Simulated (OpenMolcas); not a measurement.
Os4+ (d4) among equal point charges was computed by CASSCF with the d shell active (OpenMolcas, ANO-RCC-VDZP on the metal). Its lowest spin-free states, and all those of the highest spin:

| 2S+1 | Degeneracy | E (cm-1) |
| --- | --- | --- |
| 5 | 1 | 0.0 |
| 5 | 1 | 8795 |
| 3 | 1 | 16950 |
| 3 | 2 | 17684 |
| 3 | 2 | 18268 |
| 3 | 1 | 19754 |
| 3 | 1 | 21919 |
| 3 | 1 | 22037 |
| 3 | 1 | 22213 |
| 5 | 2 | 23401 |
| 1 | 1 | 25376 |
| 1 | 1 | 25474 |
| 5 | 1 | 29952 |

Question: Is the site octahedral, tetrahedral or cube-like, axial, or of lower symmetry?

Answer: The states with 2S+1 = 5 have orbital degeneracies 1, 1, 2, 1. There are pairs but no triples, so the site is axial: not cubic, but with a proper or improper axis of order three or more. The run had Os4+ among 4 point charges of -2 e arranged as a square (D4h), 2.06 Å from the ion.

Spin-orbit coupling mixes the spin-free states strongly: the lowest level takes only 63 % from its leading state, 5B1. Without dynamic correlation the repulsion within the d shell is too large (B by tens of per cent), so at a given field states of lower spin stand too high. Point charges give a weaker field than real ligands, and real ions of this kind are as a rule low spin; the high spin found here belongs to the model. Point charges carry no covalency, so the field is a model and not that of real ligands. No measured value stands beside these numbers.
